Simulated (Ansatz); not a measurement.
Be6. The state is a singlet with charge 0. Geometry r2SCAN/def2-TZVP.

```xyz
6

Be    0.385    1.682    0.462
Be    0.073    0.912   -1.229
Be   -0.332   -1.319   -0.708
Be   -1.160    0.272    0.261
Be   -0.167   -1.340    1.168
Be    1.201   -0.208    0.046
```

B3LYP takes the VWN-RPA correlation. At PBE/def2-TZVP the restricted singlet is unstable: a solution with broken spin symmetry lies lower. The restricted singlet is unstable towards broken spin symmetry at other levels; at BLYP/def2-TZVP, B3LYP/6-31G, PBE0/def2-SVP, r2SCAN0/def2-TZVP this wasn't settled. The structure comes from a short search, and lower isomers may exist.

(1) Estimate the orbital energies around the gap (eV) in Ansatz with PBE/def2-TZVP, BLYP/def2-TZVP, B3LYP/6-31G, PBE0/def2-SVP, r2SCAN0/def2-TZVP.

Answers

(1) 
```json
{"orbital": "HOMO−9", "PBE/def2-TZVP": "-104.68", "BLYP/def2-TZVP": "-105.12", "B3LYP/6-31G": "-109.53", "PBE0/def2-SVP": "-110.62", "r2SCAN0/def2-TZVP": "-112.32"}
{"orbital": "HOMO−8", "PBE/def2-TZVP": "-104.68", "BLYP/def2-TZVP": "-105.11", "B3LYP/6-31G": "-109.53", "PBE0/def2-SVP": "-110.61", "r2SCAN0/def2-TZVP": "-112.31"}
{"orbital": "HOMO−7", "PBE/def2-TZVP": "-104.15", "BLYP/def2-TZVP": "-104.60", "B3LYP/6-31G": "-108.98", "PBE0/def2-SVP": "-110.04", "r2SCAN0/def2-TZVP": "-111.75"}
{"orbital": "HOMO−6", "PBE/def2-TZVP": "-104.15", "BLYP/def2-TZVP": "-104.60", "B3LYP/6-31G": "-108.97", "PBE0/def2-SVP": "-110.03", "r2SCAN0/def2-TZVP": "-111.75"}
{"orbital": "HOMO−5", "PBE/def2-TZVP": "-10.98", "BLYP/def2-TZVP": "-10.71", "B3LYP/6-31G": "-12.12", "PBE0/def2-SVP": "-12.77", "r2SCAN0/def2-TZVP": "-12.93"}
{"orbital": "HOMO−4", "PBE/def2-TZVP": "-7.62", "BLYP/def2-TZVP": "-7.41", "B3LYP/6-31G": "-8.36", "PBE0/def2-SVP": "-8.82", "r2SCAN0/def2-TZVP": "-8.98"}
{"orbital": "HOMO−3", "PBE/def2-TZVP": "-6.51", "BLYP/def2-TZVP": "-6.23", "B3LYP/6-31G": "-6.84", "PBE0/def2-SVP": "-7.29", "r2SCAN0/def2-TZVP": "-7.35"}
{"orbital": "HOMO−2", "PBE/def2-TZVP": "-6.05", "BLYP/def2-TZVP": "-5.82", "B3LYP/6-31G": "-6.52", "PBE0/def2-SVP": "-6.93", "r2SCAN0/def2-TZVP": "-7.05"}
{"orbital": "HOMO−1", "PBE/def2-TZVP": "-4.53", "BLYP/def2-TZVP": "-4.32", "B3LYP/6-31G": "-4.65", "PBE0/def2-SVP": "-5.08", "r2SCAN0/def2-TZVP": "-5.13"}
{"orbital": "HOMO", "PBE/def2-TZVP": "-4.10", "BLYP/def2-TZVP": "-3.91", "B3LYP/6-31G": "-4.49", "PBE0/def2-SVP": "-4.95", "r2SCAN0/def2-TZVP": "-4.88"}
{"orbital": "LUMO", "PBE/def2-TZVP": "-3.71", "BLYP/def2-TZVP": "-3.47", "B3LYP/6-31G": "-2.77", "PBE0/def2-SVP": "-3.01", "r2SCAN0/def2-TZVP": "-2.92"}
{"orbital": "LUMO+1", "PBE/def2-TZVP": "-3.21", "BLYP/def2-TZVP": "-3.04", "B3LYP/6-31G": "-2.35", "PBE0/def2-SVP": "-2.40", "r2SCAN0/def2-TZVP": "-2.36"}
{"orbital": "LUMO+2", "PBE/def2-TZVP": "-2.87", "BLYP/def2-TZVP": "-2.62", "B3LYP/6-31G": "-1.96", "PBE0/def2-SVP": "-2.19", "r2SCAN0/def2-TZVP": "-2.08"}
{"orbital": "LUMO+3", "PBE/def2-TZVP": "-2.59", "BLYP/def2-TZVP": "-2.44", "B3LYP/6-31G": "-1.72", "PBE0/def2-SVP": "-1.91", "r2SCAN0/def2-TZVP": "-1.77"}
{"orbital": "LUMO+4", "PBE/def2-TZVP": "-2.21", "BLYP/def2-TZVP": "-2.04", "B3LYP/6-31G": "-1.31", "PBE0/def2-SVP": "-1.39", "r2SCAN0/def2-TZVP": "-1.30"}
{"orbital": "LUMO+5", "PBE/def2-TZVP": "-1.69", "BLYP/def2-TZVP": "-1.54", "B3LYP/6-31G": "-0.74", "PBE0/def2-SVP": "-0.90", "r2SCAN0/def2-TZVP": "-0.73"}
```
